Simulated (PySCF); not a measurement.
**Radial density of Pd+ (palladium, charge +1)**

UHF, [Kr] 4d8 5s1, high-spin 4F determinant (an excited configuration). All numbers are calculated (PySCF 2.14, scalar relativity through the core potential, in def2-TZVPPD with the def2 core potential (28 electrons)). This is the valence pseudo-density: the core potential removes the inner electrons and smooths the orbitals near the nucleus.

| r (bohr) | 4πr²ρ (e/bohr) | 4πr²(ρα − ρβ) |
| --- | --- | --- |
| 0.0339 | 1.119e-05 | 0.0000 |
| 0.0569 | 5.050e-05 | 0.0000 |
| 0.0958 | 0.0003755 | 0.0000 |
| 0.161 | 0.004545 | 0.0007 |
| 0.271 | 0.08128 | 0.0114 |
| 0.456 | 1.994 | 0.1918 |
| 0.767 | 14.54 | 1.2552 |
| 1.29 | 11.29 | 1.5297 |
| 2.17 | 2.202 | 0.7897 |
| 3.65 | 0.3236 | 0.2649 |
| 6.14 | 0.009193 | 0.0089 |
| 10.3 | 1.800e-05 | 0.0000 |

Energies and moments cover only the electrons outside the core potential.
